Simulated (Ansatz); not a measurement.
CH$_{3}$F$_{2}$In, SMILES `F[CH](F)[InH2]`. Charge 0, multiplicity 1. In: def2 effective core potential.

Z-matrix (Å, degrees):
```
C
F 1 1.371
In 1 2.215 2 109.5
F 1 1.371 2 107.0 3 118.5
H 1 1.095 2 106.6 3 -127.7
H 3 1.723 1 118.8 2 -121.9
H 3 1.718 1 116.9 2 58.2
```

Task: What are the harmonic wavenumbers in cm⁻¹ at PBE0-D4/def2-TZVP (Ansatz, finite differences of forces, unscaled)? (An estimate is asked.)

Result: The calculation gave: 29, 150, 195, 319, 517, 534, 555, 597, 1038, 1091, 1297, 1364, 1820, 1839, 3049.

Task: Is this a minimum?

Result: Yes, all 15 modes are real.

Task: Give the ideal-gas thermochemistry at 298.15 K and 1 bar (rigid rotor, harmonic oscillator; point group Cs, symmetry number 1).

Result: Zero-point energy 86.1 kJ/mol; H(298) − E = 104.8 kJ/mol; entropy 345.2 J/(mol·K), of which translation 172.7, rotation 112.0, vibration 60.4; G(298) − E = 1.8 kJ/mol. Modes under 100 cm⁻¹ are hindered rotations or soft bends, so the harmonic entropy is rough.
